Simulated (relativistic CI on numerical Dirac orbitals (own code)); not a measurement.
## Lu⁴⁴⁺: sensitivity of the levels to the model

Base calculation: Dirac-Coulomb-Breit CI, KLI orbitals optimised for each configuration, model QED (radiative potential, 1s self-energy scaled to tabulated hydrogen-like ionisation energies), unscaled Slater integrals.

Configuration list (outside the closed core [Ne]): 3s²3p⁶3d⁹, 3s²3p⁵3d¹⁰, 3s3p⁶3d¹⁰, 3s²3p⁶3d⁸4s, 3s²3p⁶3d⁸4p, 3s²3p⁴3d¹⁰4s, 3s²3p⁶3d⁸4d, 3s²3p⁴3d¹⁰4p, 3s²3p⁵3d⁹4s, 3s²3p⁶3d⁸4f, 3s²3p⁴3d¹⁰4d, 3s3p⁵3d¹⁰4s, 3s²3p⁵3d⁹4p, 3s3p⁵3d¹⁰4p, 3s²3p⁶3d⁷4s², 3s²3p⁵3d⁹4d, 3s3p⁶3d⁹4s, 3s²3p⁶3d⁷4s4p, 3s3p⁵3d¹⁰4d, 3p⁶3d¹⁰4s, 3s²3p⁶3d⁸5s, 3s²3p⁵3d⁹4f, 3s²3p⁶3d⁷4p², 3s²3p⁶3d⁷4s4d, 3s3p⁶3d⁹4p, 3s²3p⁶3d⁸5p, 3p⁶3d¹⁰4p, 3s²3p⁶3d⁸5d, 3s²3p⁵3d⁸4s², 3s²3p⁶3d⁷4p4d, 3p⁶3d¹⁰4d, 3s²3p⁶3d⁸5f, 3s3p⁶3d⁹4d, 3s²3p⁶3d⁸5g, 3s²3p⁵3d⁸4s4p, 3s²3p⁶3d⁷4d². Levels of other configurations are missing.

The lowest level and the first level of each name with at least 55 % of one term (blank where a level has no safe partner in the second run):

| Level | Base (eV) | Shift (eV) |
| --- | --- | --- |
| 3s²3p⁶3d⁹ ²D5/2 | 0.00 | 0.00 |
| 3s²3p⁶3d⁹ ²D3/2 | 54.47 | +1.17 |
| 3s²3p⁵3d¹⁰ ²P°3/2 | 416.80 | +2.33 |
| 3s²3p⁵3d¹⁰ ²P°1/2 | 668.46 | +5.09 |
| 3s3p⁶3d¹⁰ ²S1/2 | 890.49 | +2.14 |
| 3s²3p⁶3d⁸4s ⁴F9/2 | 1436.09 | +1.00 |
| 3s²3p⁶3d⁸4s ²F7/2 | 1438.97 | +0.91 |
| 3s²3p⁶3d⁸4s ⁴F7/2 | 1489.80 | +1.96 |
| 3s²3p⁶3d⁸4s ⁴F5/2 | 1490.46 | +1.87 |
| 3s²3p⁶3d⁸4s ²G9/2 | 1504.34 | +2.54 |
| 3s²3p⁶3d⁸4s ²G7/2 | 1504.85 | +2.43 |
| 3s²3p⁶3d⁸4s ²P1/2 | 1505.45 | +1.18 |
| 3s²3p⁶3d⁸4s ⁴F3/2 | 1548.98 | +3.01 |
| 3s²3p⁶3d⁸4p ²P°1/2 | 1551.98 | -1.25 |
| 3s²3p⁶3d⁸4p ⁴G°7/2 | 1578.64 | +1.04 |
| 3s²3p⁶3d⁸4p ⁴P°1/2 | 1590.80 | +0.15 |
| 3s²3p⁶3d⁸4p ²H°9/2 | 1592.70 | +1.63 |
| 3s²3p⁶3d⁸4p ⁴G°11/2 | 1610.14 | +1.05 |
| 3s²3p⁶3d⁸4p ⁴F°9/2 | 1613.07 | +0.92 |
| 3s²3p⁶3d⁸4p ⁴G°9/2 | 1663.95 | +2.00 |
| 3s²3p⁶3d⁸4p ⁴F°7/2 | 1665.55 | +1.89 |
| 3s²3p⁶3d⁸4p ²H°11/2 | 1676.85 | +2.63 |

At this charge energies of transitions that change n are usually good to better than 1 %, and those within a shell (Δn = 0) to a few per cent.

One thing was changed in a second run, which moved the levels as shown. Which?
A. Breit term removed
B. configuration mixing switched off
C. QED terms removed

A. Breit term removed. The Breit term mainly narrows fine-structure intervals, so removing it widens them.

LS names give the leading component of a level, which can be under half, so a name can repeat, a term be missing and a line seem to break the LS rules.
